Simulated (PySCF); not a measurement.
NICS in isomers of C7H10N2S.

NICS is the negative of the GIAO shielding at a point without a nucleus: at the ring centre (0) and 1 Å above and below it (1); zz is the component along the ring normal. Level: GIAO PBE0/pcSseg-1 (PySCF, non-relativistic, gas phase) on the GFN2-xTB geometries, one conformer each. Atom numbers follow the mapped SMILES.

Question: Order these rings by mean NICS(1)zz, lowest (most negative) first (ppm).
A. ring C3–C4–N5–N6–C7–C9 in `[CH3:1][S:2][c:3]1[cH:4][n:5][n:6][c:7]([CH3:8])[c:9]1[CH3:10]`
B. ring C3–C4–C5–N6–N7 in `[CH3:1][S:2][c:3]1[cH:4][cH:5][n:6][n:7]1[CH:8]1[CH2:9][CH2:10]1`
C. ring N3–N4–C5–C7–C8 in `[CH2:1]=[CH:2][n:3]1[n:4][c:5]([CH3:6])[cH:7][c:8]1[S:9][CH3:10]`
D. ring N4–C5–C6–C9–N10 in `[CH2:1]=[CH:2][CH2:3][n:4]1[cH:5][c:6]([S:7][CH3:8])[cH:9][n:10]1`

Answer: D (-29.1), B (-27.1), A (-24.8), C (-22.3).

```csv
SMILES,ring,NICS(0),NICS(1),NICS(1)zz,HOMA,rms pucker (Å),ring atoms with four or more neighbours
C=CCn1cc(SC)cn1,5-membered ring with 2 N; formal bonds all aromatic,-13.0,-11.5,-29.1,0.97,0.00,0
CSc1ccnn1C1CC1,5-membered ring with 2 N; formal bonds all aromatic,-12.2,-11.1,-27.1,0.97,0.00,0
CSc1cnnc(C)c1C,6-membered ring with 2 N; formal bonds all aromatic,-5.2,-10.8,-24.8,0.97,0.00,0
C=Cn1nc(C)cc1SC,5-membered ring with 2 N; formal bonds all aromatic,-9.6,-9.7,-22.3,0.92,0.00,0
```

NICS(0) gives another order. The isotropic NICS(1) gives the same order. Over the 4 rings with a HOMA value its correlation coefficient with NICS(1)zz is -0.80. HOMA uses Krygowski's 1993 parameters. NICS(1) and NICS(1)zz are means over the two faces.
